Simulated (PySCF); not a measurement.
# Zirconium: a sound run and one with changed settings

Sound run: Zr⁺ [Kr] 4d2 5s1, Zr²⁺ [Kr] 4d2. Computed with PySCF 2.14 in aug-cc-pVDZ-PP with ECP28MDF, with a scalar-relativistic core potential. In the sound run the correlated levels freeze 4s2 4p6 outside the core potential. The sound run starts from symmetry-adapted Hartree-Fock orbitals and uses a fine grid where one is needed.

Changed run: initial guess 1e, at most 50 SCF cycles.

```
species  method  sound run (hartree)  changed run (hartree)  converged
    Zr⁺     UHF            -46.11037              -46.11037        yes
    Zr⁺  M06-2X            -46.41553              -46.40082        yes
    Zr⁺     PBE            -46.51534              -46.51534        yes
    Zr⁺     MP2            -46.11944              -46.11944        yes
   Zr²⁺     UHF            -45.66003              -45.62281        yes
   Zr²⁺  M06-2X            -45.93717              -45.91906        yes
   Zr²⁺     PBE            -46.02345              -46.02345        yes
   Zr²⁺     MP2            -45.66219              -45.62822        yes
```

Ionisation energy of Zr⁺:

```
 method  sound run (eV)  changed run (eV)
    UHF          12.254            13.267
    PBE          13.385            13.385
    MP2          12.442            13.367
SCS-MP2          12.317            13.300
```

The plain start fixes occupations by D2h representation alone, and Zr⁺ at M06-2X, Zr²⁺ at UHF, Zr²⁺ at M06-2X landed in another state (other ⟨L²⟩ or ⟨S²⟩). 

For comparison, NIST gives 13.13 eV between the lowest levels.
